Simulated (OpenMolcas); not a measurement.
As+: effect of correlating more closed shells

* Program: OpenMolcas
* Basis: ANO-RCC [9s8p6d4f2g]
* Scalar Hamiltonian: DKH2, point nucleus
* Active space: 2 electrons in 9 orbitals (RAS2 4p; RAS3 4d 5s, at most 1 electron)
* State averaging: 2S+1 = 3 even, 3 roots; 2S+1 = 1 even, 6 roots; 2S+1 = 3 odd, 18 roots; 2S+1 = 1 odd, 18 roots
* Spin-orbit coupling: state interaction with AMFI integrals over the reference wave functions, term energies averaged over their components

Methods on the same reference wave functions:
A. RASSCF
B. MS-RASPT2, IPEA 0.25 Eh, imaginary shift 0.1 Eh (closed shells correlated: 3d 4s)
C. MS-RASPT2, IPEA 0.25 Eh, imaginary shift 0.1 Eh (closed shells correlated: 3s 3p 3d 4s)

Energies in cm-1 above 4s2 4p2 3P0, the measured ground level; measured values from NIST Handbook of Basic Atomic Spectroscopic Data.

```json
{"Level": "4s2 4p2 3P0", "A": "0.0", "B": "0.0", "C": "0.0", "Measured": "0.0"}
{"Level": "4s2 4p2 3P1", "A": "897", "B": "911", "C": "912", "Measured": "1063"}
{"Level": "4s2 4p2 3P2", "A": "2277", "B": "2250", "C": "2250", "Measured": "2541"}
{"Level": "4s2 4p2 1D2", "A": "12491", "B": "9930", "C": "9860", "Measured": "10096"}
{"Level": "4s2 4p2 1S0", "A": "28398", "B": "26060", "C": "25920", "Measured": "22599"}
{"Level": "4s2 4p 5s 3P* 0", "A": "77174", "B": "78170", "C": "77940", "Measured": "78731"}
{"Level": "4s2 4p 5s 3P* 1", "A": "77563", "B": "78500", "C": "78260", "Measured": "79128"}
{"Level": "4s2 4p 5s 3P* 2", "A": "79620", "B": "80610", "C": "80380", "Measured": "81509"}
{"Level": "4s2 4p 5s 1P* 1", "A": "81248", "B": "81800", "C": "81570", "Measured": "82819"}
{"Level": "4s2 4p 4d 3F* 2 [74 %]", "A": "87006", "B": "88810", "C": "88550", "Measured": ""}
{"Level": "4s2 4p 4d 3F* 3", "A": "87962", "B": "89150", "C": "88880", "Measured": ""}
{"Level": "4s2 4p 4d 3F* 4", "A": "89218", "B": "90490", "C": "90220", "Measured": ""}
{"Level": "4s2 4p 4d 1D* 2", "A": "90817", "B": "87000", "C": "86750", "Measured": ""}
{"Level": "4s2 4p 4d 3D* 1", "A": "95917", "B": "92810", "C": "92520", "Measured": ""}
{"Level": "4s2 4p 4d 3D* 2 [52 %]", "A": "95942", "B": "93110", "C": "92820", "Measured": ""}
{"Level": "4s2 4p 4d 3D* 3", "A": "97150", "B": "93990", "C": "93700", "Measured": ""}
{"Level": "4s2 4p 4d 3P* 2 [53 %]", "A": "97676", "B": "95210", "C": "94920", "Measured": ""}
{"Level": "4s2 4p 4d 3P* 1", "A": "97834", "B": "95600", "C": "95300", "Measured": ""}
{"Level": "4s2 4p 4d 3P* 0", "A": "97887", "B": "95790", "C": "95490", "Measured": ""}
{"Level": "4s2 4p 4d 1F* 3", "A": "107112", "B": "103790", "C": "103500", "Measured": ""}
{"Level": "4s2 4p 4d 1P* 1", "A": "107301", "B": "102900", "C": "102630", "Measured": ""}
```

Deviations, from unrounded energies. A percentage is the sum of absolute deviations over the sum of measured energies, with the sign that they share, or ± where signs differ.

```tsv
Against measurement	Levels	A	B	C
mean absolute deviation (cm-1)	8	1900	900	1000
fine structure of the ground term (%)	2	-11.9	-12.2	-12.2
other terms of the ground configuration (%)	2	+25.1	±11.1	±10.9
other configurations (%)	4	-2.0	-1.0	-1.3
```

B lies closest to measurement on these levels and A furthest from it. The largest miss of B in the table is 4s2 4p2 1S0, by +3500 cm-1. The ranking rests on the paired levels alone, and a cruder setting can come out closer through cancelling errors.

Between B and C the level of the table that moves most is 4s2 4p 4d 3P* 0, by 300 cm-1 (lowest in C, highest in B). Moves below CASPT2's spread within the term are not significant.

The mean deviations of B to C differ by less than CASPT2's widest spread within a term (210 cm-1), so their order carries little weight.

From A to B the spin-free energies of the other terms of 4s2 4p2 shown, above 3P, scale by factors of 0.76 to 0.91.

The lowest spin-free term lies below A's lowest term by 0.309 hartree in B, 0.535 hartree in C.

What an inner shell adds also hangs on whether the basis holds functions to correlate it.

CASPT2 breaks the degeneracy within a term, and the mean is taken; among the terms shown or strongly mixed into the levels shown the widest spread is 210 cm-1 (4s2 4p 4d 1F*, C). ANO sets are built for valence states and can reach diffuse excited orbitals poorly, and with the s shell closed the s pⁿ⁺¹ terms that mix with these levels are absent. With the s shell closed, the reference lacks s² → p² mixing. Without dynamic correlation excited terms often stand tens of per cent too high (terms of higher spin than the ground term too low), and those without a measured partner can miss by more than the paired ones (holds for A). Some terms miss by over 15 % even with CASPT2, which points to a basis or an active space too small for the shells correlated (holds for B). Computed and measured levels are paired by configuration, term and J; levels that our copy of the source lacks, or whose pairing is in doubt (as where it misses far off the trend of its configuration), stay unpaired and out of the deviations. Where the source uses jj or jK labels, the order within each J decides. Levels of configurations outside the active space are missing.

A share in square brackets marks a mixed level and gives the weight of the term that names it, the lowest over the columns. * marks odd parity.
